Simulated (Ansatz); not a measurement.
Basis-set extrapolation for CH7B2N, SMILES `CBBN` (PBE0-D4/def2-TZVP geometry, frozen core, Ansatz). Multiplicity 1, RHF reference.

```tsv
	def2-TZVPP	def2-QZVPP
HF	-145.837365	-145.844568
MP2 correlation	-0.591972	-0.631068
CCSD(T) correlation	-0.661694	not run
```

Energies in hartree. Use E(X) = E(∞) + A·exp(−7.88·√X) for Hartree–Fock and E(X) = E(∞) + B·X^(−2.97) for correlation, with X = 3 and 4, and add CCSD(T) minus MP2 of the smaller set to the MP2 limit.

Q: What is the CCSD(T) energy at the basis-set limit?

A: HF limit: -145.844568 + (-0.007203) × 0.13774 = -145.84556. MP2 limit: -0.631068 + (-0.039096) × 0.74074 = -0.66003. Higher-order term: -0.661694 − (-0.591972) = -0.06972. Total: -146.57531 hartree, 47.8 kcal/mol below CCSD(T)/def2-TZVPP.
